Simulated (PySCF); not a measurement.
**How methods differ on the excitation energy of N⁺**

N⁺ [He] 2s2 2p2 (3P) → N⁺ [He] 2s2 2p1 3d1 (high-spin determinant), as a difference of total energies. Calculation: PySCF 2.14, in dyall-av3z (15s9p3d2f, 71 functions); the spin-free X2C one-electron Hamiltonian (Gaussian nucleus). Correlated levels: valence: 1s2 frozen; virtual orbitals above 40 to 60 times the deepest correlated orbital energy dropped. The calculations carry no spin-orbit coupling.

```json
{"method": "UHF", "excitation energy (eV)": "24.707"}
{"method": "PBE0", "excitation energy (eV)": "24.279"}
{"method": "r2SCAN", "excitation energy (eV)": "24.620"}
{"method": "revPBE", "excitation energy (eV)": "23.874"}
{"method": "TPSSh", "excitation energy (eV)": "24.190"}
{"method": "BP86", "excitation energy (eV)": "23.932"}
{"method": "PBEsol", "excitation energy (eV)": "24.038"}
{"method": "MP2 (valence)", "excitation energy (eV)": "24.686"}
{"method": "SCS-MP2 (valence)", "excitation energy (eV)": "24.575"}
```

Estimate what LDA gives.

24.347 eV, closest to PBE0 among the rows shown.

Estimate what PBE gives.

23.988 eV, closest to PBEsol among the rows shown.

The promoted electron is Rydberg-like, and one or two diffuse shells describe it only roughly, which tends to raise the upper state.

The determinant of the upper state mixes LS terms, which raises its energy above the lowest term, most at the Hartree-Fock and MP2 levels.
